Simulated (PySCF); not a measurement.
**CH₄ + Br₂ → CH₂ + 2 HBr**

Level: PBE0 in the def2-TZVP basis family, all electrons, no relativity, computed in PySCF with density fitting; open shells unrestricted.

```
species                           state and structure       E (Eh)  ZPE (kJ/mol)  H(298 K) − H(0) (kJ/mol)  S° (J/(mol K))
    CH₄                 singlet, Td, C–H 1.090 Å (×4)    -40.47415         117.5                      10.0           186.2
    Br₂                   singlet, D∞h, Br–Br 2.281 Å  -5147.70672           2.0                       9.7           244.8
    CH₂  triplet, C2v, C–H 1.079 Å (×2); H–C–H 134.8°    -39.11549          45.5                      10.0           195.3
    HBr                    singlet, C∞v, H–Br 1.421 Å  -2574.45811          16.0                       8.7           198.5
```

**Question.** What is the electronic reaction energy?

**Answer.** At PBE0/def2-TZVP, ΔE = 391.6 kJ/mol from the differences of the total energies times 2625.5, uphill. 

**Question.** Add zero-point, thermal and entropy terms for 298.15 K and 1 bar.

**Answer.** ΔZPE = -42.0 and Δ[H(298) − H(0)] = 7.7 kJ/mol give ΔH° = 357.3 kJ/mol. ΔS° = 161.3 J/(mol K), so ΔG° = 357.3 − 298.15 × (0.1613) = 309 kJ/mol. ΔG° would change sign near 2220 K if ΔH° and ΔS° stayed fixed.

Each species is the lowest minimum found with this bonding; other isomers or fragments can lie lower.
